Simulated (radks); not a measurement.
Excited configurations of the nitrogen ion N3+: one electron is placed in a higher orbital outside [He] 2s1. The ground configuration is [He] 2s2. Method: Dirac Kohn-Sham, PBE, spin-unpolarised, spherical densities, finite nucleus; open shells fill j = l - 1/2 first; Fermi nuclear charge, rms radius 2.5582 fm; computed with a radial shooting solver on a logarithmic mesh with Libxc functionals. Excitation = E - E(ground); binding = E(ion) - E, where the ion is the core of charge +4; n* = 4/sqrt(2 binding) in atomic units, and the quantum defect is n - n*.

outer orbital,excitation (eV),binding (eV),n*,quantum defect,eigenvalue (eV),<r> (bohr)
2p1/2,11.059,66.759,1.806,0.194,-56.258,1.043
3s1/2,47.513,30.305,2.680,0.320,-26.828,2.723
3p1/2,50.285,27.534,2.812,0.188,-24.045,2.753
3d3/2,52.700,25.118,2.944,0.056,-21.022,2.480
4p1/2,62.516,15.302,3.772,0.228,-13.530,5.171
4f5/2,64.187,13.632,3.996,0.004,-11.592,4.473
5p1/2,68.108,9.711,4.735,0.265,-8.680,8.302
5d3/2,68.501,9.317,4.834,0.166,-8.267,8.161
5f5/2,68.857,8.961,4.929,0.071,-7.825,7.715
6s1/2,70.821,6.997,5.578,0.422,-6.312,11.88
7s1/2,72.731,5.087,6.541,0.459,-4.608,16.38
7f5/2,73.142,4.676,6.823,0.177,-4.187,16.34

The Delta-SCF ionisation energy is 77.819 eV (NIST Atomic Spectra Database: 77.474 eV, measured). Self-interaction in the functional shifts the binding energies and quantum defects, so they are the method's values and not measured ones. Spin polarisation and multiplet splitting are left out, so open shells lie too high by an amount that depends on their filling.

Beside tabulated values, note that spin-unpolarised runs miss the spin-polarisation part of the exchange energy of open shells.
